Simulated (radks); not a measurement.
Ge XXV, 8 electrons, occupied as [He] 2s2 2p4.

Calculated with a radial shooting solver on a logarithmic mesh with Libxc functionals: Dirac Kohn-Sham, exchange-only PBE, spin-unpolarised, spherical densities, finite nucleus; open shells fill j = l - 1/2 first; Fermi nuclear charge, rms radius 4.0742 fm.

Energy parts (eV):
total: -44592.867
kinetic: 45772.723
electron-nucleus: -94968.958
Hartree: 5754.255
exchange: -1150.887

Orbitals (lengths in bohr, moments of r in powers of bohr; <r^-3> diverges for s and p1/2):
[
 {"orbital": "1s1/2", "occ.": "2", "eigenvalue (eV)": "-12277.40", "<r^-3>": "-"},
 {"orbital": "2s1/2", "occ.": "2", "eigenvalue (eV)": "-2527.496", "<r^-3>": "-"},
 {"orbital": "2p1/2", "occ.": "2", "eigenvalue (eV)": "-2407.633", "<r^-3>": "-"},
 {"orbital": "2p3/2", "occ.": "2", "eigenvalue (eV)": "-2372.169", "<r^-3>": "1058"},
 {"orbital": "3s1/2", "occ.": "0", "eigenvalue (eV)": "-1025.400", "<r^-3>": "-"},
 {"orbital": "3p1/2", "occ.": "0", "eigenvalue (eV)": "-986.5267", "<r^-3>": "-"},
 {"orbital": "3p3/2", "occ.": "0", "eigenvalue (eV)": "-977.4173", "<r^-3>": "273.5"}
]

The highest occupied level is 2p3/2 at -2372.2 eV. Summed over all electrons, <r^2> = 0.2478 bohr^2, which gives a Langevin (diamagnetic) susceptibility term of -0.196 x 10^-6 cm^3/mol.
